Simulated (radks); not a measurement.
The rhenium ion Re3+, 72 electrons, occupied as [Xe] 4f14 5d3 5f1 (not the ground configuration). Calculated with a radial shooting solver on a logarithmic mesh with Libxc functionals: Dirac Kohn-Sham, PBE, spin-unpolarised, spherical densities, point nucleus; open shells fill j = l - 1/2 first.

Normalised radial functions P(r) = r R(r) (large component), r in bohr:

```
   r/bohr * 5p1/2, o 5f5/2 (the largest magnitude, 1.1, reaches the edge; | marks zero, & curves that meet)
 0.003214                             o*
 0.003742                             o*
 0.004391                             o*
 0.005112                             o*
 0.005999                             o*
  0.00704                             o *
 0.008196                             o *
 0.009618                             o *
   0.0112                             o  *
  0.01314                             o   *
   0.0153                             o   *
  0.01795                             o    *
  0.02106                             o     *
  0.02452                             o     *
  0.02878                             o      *
   0.0335                             o      *
  0.03932                             o      *
  0.04577                             o     *
  0.05371                             o    *
  0.06303                             o *
  0.07338                             &
  0.08611                         *   o
   0.1002                      *      |o
   0.1176                    *        |o
   0.1369                   *         |o
   0.1607                     *       |o
   0.1886                         *   | o
   0.2196                             |*o
   0.2577                             |  o   *
   0.2999                             |  o        *
    0.352                             |  o          *
   0.4098                             |  o        *
   0.4809                             |  o  *
   0.5643                         *   | o
    0.657                *            |o
   0.7709       *                     o
   0.8975   *                        o|
    1.053  *                        o |
    1.226     *                   o   |
    1.439          *            o     |
    1.689                *    o       |
    1.966                    o*       |
    2.307                  o      *   |
    2.685                 o         * |
    3.151                o           *|
    3.669                o            *
    4.305                 o           *
    5.052                   o         *
    5.882                      o      *
    6.902                        o    *
    8.035                          o  *
     9.43                            o*
    10.98                             &
    12.88                             &
```

5p1/2: eigenvalue -90.719 eV, 3 radial nodes at r = 0.0721, 0.214, 0.531 bohr, <r> = 1.12 bohr, 90 % of the charge inside 1.63 bohr. 5f5/2: eigenvalue -12.126 eV, 1 radial node at r = 0.802 bohr, <r> = 3.89 bohr, 90 % of the charge inside 5.83 bohr.
